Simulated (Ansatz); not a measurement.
Input for Ansatz (a program for electronic structure): R-B3LYP-D3(BJ)/def2-TZVP on CF4 (SMILES FC(F)(F)F).

Ansatz 0.2 input:
```yaml
crystal:
  periodic: [false, false, false]
  atoms:
    - {symbol: C, position_ang: [0.00000000, 0.00000000, 0.00000000]}
    - {symbol: F, position_ang: [0.76210000, 0.76210000, 0.76210000]}
    - {symbol: F, position_ang: [0.76210000, -0.76210000, -0.76210000]}
    - {symbol: F, position_ang: [-0.76210000, 0.76210000, -0.76210000]}
    - {symbol: F, position_ang: [-0.76210000, -0.76210000, 0.76210000]}
basis:
  gaussian:
    orbitals: def2-TZVP
hamiltonian:
  xc: b3lyp
  dispersion: d3bj
relax: {f_tol: 0.004, max_steps: 120}
scf: {lower_state_search: off}
```

Output:

```
WARN ansatz: RAYON_NUM_THREADS=4 ignored (pool sized by the plan → 4); use --threads N
Functional definition: B3LYP
these checks for a lower state are left out or cut short: stability, starts, cluster_reference, orbital_swaps, neighbouring_geometries, increment
integrals: 0.05 GiB planned
804 factors; their error is unknown
mean field: 0.57 GiB planned
mean field evaluation 1: about -11906.9283 eV, gradient 5.1e1 eV
mean field evaluation 2: about -11903.1469 eV, gradient 7.5e1 eV
mean field evaluation 4: about -11910.0301 eV, gradient 9.0e-1 eV
mean field evaluation 8: about -11910.0653 eV, gradient 1.9e-3 eV
mean field evaluation 16: about -11910.0653 eV, gradient 3.4e-6 eV
mean field -11910.06534210 eV, -437.6868283901 hartree, gradient 3.4e-6 eV, S^2 0.000000; 0 other end points of the search recorded, 0 dependent functions left out
the calculation of the forces begins
reference -11910.06547915 eV, -437.6868334263 hartree; 21, 21 occupied and 134, 134 virtual orbitals, 804 factors
relax step   1: F+E_penalty+E_count = -11910.14796437 eV  Δ(F+E_penalty+E_count) = +0.000e0 eV  max|allowed force component| = 2.015e-1 eV/Å  Δτ_max = 0.0000 Å  (14 SCF iters, accepted)
these checks for a lower state are left out or cut short: stability, starts, cluster_reference, orbital_swaps, neighbouring_geometries, increment
integrals: 0.05 GiB planned
804 factors; their error is unknown
mean field: 0.57 GiB planned
mean field -11910.06896261 eV, -437.6869614413 hartree, gradient 4.3e-7 eV, S^2 0.000000; 0 other end points of the search recorded, 0 dependent functions left out
the calculation of the forces begins
reference -11910.06909973 eV, -437.6869664803 hartree; 21, 21 occupied and 134, 134 virtual orbitals, 804 factors
relax step   2: F+E_penalty+E_count = -11910.15153935 eV  Δ(F+E_penalty+E_count) = -3.575e-3 eV  max|allowed force component| = 7.628e-2 eV/Å  Δτ_max = 0.0037 Å  (21 SCF iters, accepted)
these checks for a lower state are left out or cut short: stability, starts, cluster_reference, orbital_swaps, neighbouring_geometries, increment
integrals: 0.05 GiB planned
804 factors; their error is unknown
mean field: 0.57 GiB planned
mean field evaluation 32: about -11910.0696 eV, gradient 4.3e-7 eV
mean field -11910.06960033 eV, -437.6869848772 hartree, gradient 4.3e-7 eV, S^2 0.000000; 0 other end points of the search recorded, 0 dependent functions left out
the calculation of the forces begins
reference -11910.06973750 eV, -437.6869899180 hartree; 21, 21 occupied and 134, 134 virtual orbitals, 804 factors
relax step   3: F+E_penalty+E_count = -11910.15214878 eV  Δ(F+E_penalty+E_count) = -6.094e-4 eV  max|allowed force component| = 9.712e-4 eV/Å  Δτ_max = 0.0023 Å  (21 SCF iters, accepted)
Total energy: -11910.15228595 eV, -437.6900235175 hartree
Atom 0 at     0.000000    -0.000000    -0.000000 Å, force     0.000000    -0.000000     0.000000 eV/Å
Atom 1 at     0.765567     0.765567     0.765567 Å, force     0.000971     0.000971     0.000971 eV/Å
Atom 2 at     0.765567    -0.765567    -0.765567 Å, force     0.000971    -0.000971    -0.000971 eV/Å
Atom 3 at    -0.765567     0.765567    -0.765567 Å, force    -0.000971     0.000971    -0.000971 eV/Å
Atom 4 at    -0.765567    -0.765567     0.765567 Å, force    -0.000971    -0.000971     0.000971 eV/Å
Dipole moment:    -0.000000    -0.000000     0.000000 e Å
Checks for a lower state left out: stability, starts, cluster_reference, orbital_swaps, neighbouring_geometries, increment
```

The calculation finished and met its thresholds.

Cost: roughly 11 core-seconds.
